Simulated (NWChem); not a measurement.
Species: CHBClF₃O; SMILES OB(Cl)C(F)(F)F

```xyz
8

B     -0.4750     0.6114     0.0016
C      0.1199    -0.8914     0.0006
F      0.8616    -1.1457    -1.0794
F     -0.8988    -1.7829     0.0012
F      0.8629    -1.1458     1.0797
Cl     0.6170     1.9697    -0.0038
O     -1.7952     0.7943     0.0066
H     -2.2801    -0.0426     0.0087
```
Atoms are numbered in this order, from 1.

Level: PBE0/def2-SVP (NWChem), optimised geometry, unscaled harmonic frequencies. 

```csv
frequency (cm⁻¹),IR intensity (km/mol)
35,0.2
156,4.9
183,3.6
290,9.2
363,3.4
493,6.1
495,2.6
561,2.8
602,24.4
684,109.0
740,33.8
895,197.5
1131,318.7
1188,177.4
1213,260.9
1360,136.8
1477,189.5
3851,154.1
```

```json
{
 "zero_point_energy": "22.5 kcal/mol",
 "thermal correction to the enthalpy at 298.15 K (with zero-point energy)": "27.3 kcal/mol",
 "heat capacity Cv": "22.6 cal/(mol K)",
 "entropy at 298.15 K and 1 atm (symmetry number 1)": "85.0 cal/(mol K)",
 "dipole_moment": "1.67 D"
}
```

Rigid rotor and harmonic oscillator; modes under 100 cm⁻¹ make the entropy uncertain.
